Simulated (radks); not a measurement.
The numbers below are computed, except where a source is named.
Re II, 74 electrons, occupied as [Xe] 4f14 5d5 7f1 (not the ground configuration).

Code: a radial shooting solver on a logarithmic mesh with Libxc functionals. Model: scalar-relativistic Kohn-Sham, PBEsol, spin-polarised, spherical densities, finite nucleus; open shells are filled with parallel spins first (spin-orbit coupling, left out, can overturn this in heavy ions); Fermi nuclear charge, rms radius 5.3698 fm.

Energy parts (eV):
total: -453991.49
kinetic: 501455.64
electron-nucleus: -1122712.59
Hartree: 176117.51
exchange-correlation: -8852.05

Orbitals (lengths in bohr, moments of r in powers of bohr; <r^-3> diverges for s and p1/2):
| orbital | occ. | eigenvalue (eV) | <r^2> | <r^-3> | <r^4> |
|---|---|---|---|---|---|
| 1s down | 1 | -71624.80 | 0.0004483 | - | 5.464e-07 |
| 1s up | 1 | -71624.79 | 0.0004483 | - | 5.464e-07 |
| 2s up | 1 | -12431.60 | 0.006880 | - | 0.00008176 |
| 2s down | 1 | -12431.35 | 0.006880 | - | 0.00008176 |
| 2p up | 3 | -10855.05 | 0.005709 | 20790 | 0.00006456 |
| 2p down | 3 | -10854.85 | 0.005709 | 20790 | 0.00006456 |
| 3s up | 1 | -2889.073 | 0.04461 | - | 0.002996 |
| 3s down | 1 | -2888.987 | 0.04460 | - | 0.002996 |
| 3p up | 3 | -2423.994 | 0.04542 | 4660 | 0.003234 |
| 3p down | 3 | -2423.898 | 0.04542 | 4660 | 0.003234 |
| 3d up | 5 | -1895.667 | 0.03765 | 595.2 | 0.002495 |
| 3d down | 5 | -1895.496 | 0.03765 | 595.2 | 0.002495 |
| 4s up | 1 | -614.0929 | 0.2193 | - | 0.06971 |
| 4s down | 1 | -613.8652 | 0.2193 | - | 0.06970 |
| 4p up | 3 | -461.4601 | 0.2499 | 1091 | 0.09300 |
| 4p down | 3 | -461.2439 | 0.2498 | 1091 | 0.09290 |
| 4d up | 5 | -269.7631 | 0.2898 | 119.7 | 0.1353 |
| 4d down | 5 | -269.5044 | 0.2894 | 119.8 | 0.1347 |
| 5s up | 1 | -100.7504 | 1.215 | - | 2.168 |
| 5s down | 1 | -98.5768 | 1.194 | - | 2.090 |
| 5p up | 3 | -62.8653 | 1.663 | 160.9 | 4.230 |
| 5p down | 3 | -59.9910 | 1.628 | 166.9 | 4.060 |
| 4f up | 7 | -57.0500 | 0.4236 | 20.90 | 0.4142 |
| 4f down | 7 | -56.5473 | 0.4147 | 21.06 | 0.3889 |
| 5d up | 5 | -20.9293 | 3.655 | 8.845 | 23.41 |
| 7f up | 1 | -1.4108 | 501.8 | 0.01143 | 336300 |

The highest occupied level is 7f up at -1.411 eV. The electron density at the nucleus is 1.647e+06 e/bohr^3 (large components only). Spin moment in Bohr magnetons: 6.

Empty levels of this run are not shown, since the potential may be unsettled where no density lies.
